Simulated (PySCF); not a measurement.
Sn(H)2(OMe)(NH2) (CH₇NOSn), SMILES C[O][SnH2][NH2].

Geometry: B3LYP-D3(BJ)/def2-SVP. The structure was generated by enumeration; whether it is a known compound was not checked. The def2 effective core potentials stand for the cores of Sn; spin–orbit coupling is left out. Other conformers were not sampled.

Two levels are set side by side: TDA-PBE/def2-SVPD (PySCF) and TDA-ωB97X/def2-SVPD (PySCF). Vertical, same geometry. The lowest singlet is HOMO→LUMO 76 %, HOMO−1→LUMO 21 % with PBE and HOMO→LUMO 45 %, HOMO→LUMO+1 22 %, HOMO−1→LUMO+1 14 % with the other functional; states are paired by order. Differences are taken from unrounded values.

```csv
quantity,TDA-ωB97X
lowest singlet excitation (eV),6.26
lowest triplet excitation (TDA) (eV),5.60
first bright state (f over 0.05) (eV),6.44
its oscillator strength,0.08
```

### Question
What does TDA-PBE give, and how far is it from TDA-ωB97X? (The exact figures need the calculation; the answer reports its results.)

### Answer

| quantity | TDA-PBE | TDA-PBE minus TDA-ωB97X |
|---|---|---|
| lowest singlet excitation (eV) | 4.92 | -1.34 |
| lowest triplet excitation (TDA) (eV) | 4.45 | -1.15 |
| first bright state (f over 0.05) (eV) | 5.40 | -1.05 |
| its oscillator strength | 0.05 | -0.03 |

A lower first singlet is the usual sign of a functional without exact exchange. Differences between two approximate levels are no errors against the true value.

Rough cost on one machine, each run with all the roots and properties that it gave: TDA-ωB97X against TDA-PBE about 4 times.
